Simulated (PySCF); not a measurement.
B3LYP has the VWN-RPA correlation part, as in Gaussian. 

# Cl2FSi, SMILES `Cl[Si](Cl)F` (charge 0, multiplicity 2)

Computed with B3LYP-D3(BJ)/def2-TZVP (PySCF 2.14.0).

| Item | Value |
|---|---|
| highest occupied spin orbital | -7.06 eV |
| dipole moment | 0.89 D |
| total energy | -1309.9936 Ha |
| cost | around 90 core-seconds (rough) |

Bonded distances (Å): F1–Si2 1.596, Si2–Cl3 2.055, Si2–Cl4 2.055. Bond angles (°): F1–Si2–Cl3 107.9, F1–Si2–Cl4 107.9, Cl3–Si2–Cl4 110.5.
Charge 0, spin multiplicity 2.
